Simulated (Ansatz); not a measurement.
Consider the ligand exchange at a B–O bond: `OB(Br)Br` + CH₃OH → `COB(Br)Br` + H₂O.

Gas-phase electronic energies from Ansatz, PBE0-D4/def2-TZVP geometries. CCSD(T)/CBS is the MP2 limit (def2-TZVPP, def2-QZVPP) plus CCSD(T) − MP2 in def2-TZVPP, frozen cores. This one scheme is used for every species. Functionals use def2-TZVPP. HSE06 is defined as in plane-wave codes. For Br outer-core shells are correlated without core-valence functions, which leaves a few kJ/mol of doubt a bond. Scalar relativity is left out up to krypton. One conformer a species, not always the lowest.

`OB(Br)Br`:

Cartesian coordinates in Å:
```
O -0.393 0.934 -0.479
B 0.199 -0.194 -0.071
Br 1.551 -0.968 -1.169
Br -0.293 -1.033 1.590
H -1.064 1.261 0.129
```

CH₃OH:

```xyz
6

C    -0.026   -0.322    0.149
O    -0.475    0.859   -0.473
H    -0.904   -0.945    0.324
H     0.452   -0.130    1.117
H     0.672   -0.888   -0.481
H     0.282    1.425   -0.635
```

`COB(Br)Br`:

Z-matrix (Å, degrees):
```
C
O 1 1.418
H 1 1.090 2 111.5
H 1 1.090 2 108.0 3 120.9
H 1 1.090 2 108.2 3 -121.0
B 2 1.326 1 127.2 3 2.8
Br 6 1.928 2 123.5 1 -0.1
Br 6 1.915 2 117.8 1 179.9
```

H₂O:

Z-matrix (Å, degrees):
```
O
H 1 0.960
H 1 0.960 2 105.1
```

Task: Is it downhill or uphill in electronic energy at CCSD(T)/CBS, and by how much? (Estimate.)

Result: Ansatz gave: Downhill: ΔE = -2.7 kcal/mol.

Task: What do these levels give: BLYP-D4, B97M-V, PBE0-D4, BHLYP-D4, HSE06, BHLYP, LC-ωPBE, SCS-MP2/def2-TZVPP, CCSD/def2-TZVPP, CCSD(T)/def2-TZVPP, MP2/CBS(def2), CCSD/CBS(def2)? (Estimate.)

Result: Ansatz gave: BLYP-D4 -2.0, B97M-V -1.0, PBE0-D4 -1.4, BHLYP-D4 -1.8, HSE06 -0.6, BHLYP -0.6, LC-ωPBE -0.7, SCS-MP2/def2-TZVPP -2.0, CCSD/def2-TZVPP -1.6, CCSD(T)/def2-TZVPP -2.1, MP2/CBS(def2) -3.3, CCSD/CBS(def2) -2.3 kcal/mol.

Largest T1 diagnostic among the species: 0.010.

At CCSD(T), def2-SVP lies +2.5 kcal/mol from the extrapolated value and def2-TZVPP +0.7 kcal/mol. In def2-TZVPP, CCSD(T) changes the Hartree–Fock value by −2.2 kcal/mol (the triples alone add −0.4 kcal/mol) and MP2 by −2.8 kcal/mol.
